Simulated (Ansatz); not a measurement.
CdF, multiplicity 2 (lowest of 2S+1 = 2, 4 at CCSD(T)/def2-TZVPP on PBE0 minima; our sources give no spin for the ground state, which may be another), most abundant isotopes (113.9034 and 18.9984 u). Constants from fifth-degree fits in 1/R to seven points on the lowest solution found; no spin–orbit coupling, no relativity up to Kr; ω_e x_e and α_e move by some per cent with the fit.

Correlated levels freeze the inner cores; with def2 sets outer-core shells near the valence are correlated too. CBS: X⁻³ extrapolation of the correlation energy, Hartree–Fock from the larger set.

Codes used: Ansatz (a quantum-chemistry and plane-wave program). Values without a source in brackets are computed. In def2 rows elements past Kr take small-core potentials, without spin–orbit coupling.

| level | r_e (Å) | ω_e (cm⁻¹) | ω_e x_e (cm⁻¹) | α_e (cm⁻¹) |
|---|---|---|---|---|
| PBE/def2-TZVPP | 2.0197 | 467.9 | 3.37 | 0.00224 |
| CCSD(T)/CBS(def2-TZVPP, def2-QZVPP) | 1.9797 | 539.3 | 2.76 | 0.00185 |

**Question.** Derive the rotational constants, the centrifugal constant, the fundamental, the zero-point energy and the force constant.

**Answer.** 
μ = 16.28257 u.
- PBE/def2-TZVPP: B_e = 16.8576/(μ r_e²) = 0.25381 cm⁻¹; B₀ = B_e − α_e/2 = 0.25269 cm⁻¹; D = 4B_e³/ω_e² = 2.99e-07 cm⁻¹; fundamental ω_e − 2ω_e x_e = 461 cm⁻¹; zero-point energy ω_e/2 − ω_e x_e/4 = 233 cm⁻¹; k = μ(2πcω_e)² = 210 N/m
- CCSD(T)/CBS(def2-TZVPP, def2-QZVPP): B_e = 16.8576/(μ r_e²) = 0.26415 cm⁻¹; B₀ = B_e − α_e/2 = 0.26323 cm⁻¹; D = 4B_e³/ω_e² = 2.54e-07 cm⁻¹; fundamental ω_e − 2ω_e x_e = 534 cm⁻¹; zero-point energy ω_e/2 − ω_e x_e/4 = 269 cm⁻¹; k = μ(2πcω_e)² = 279 N/m
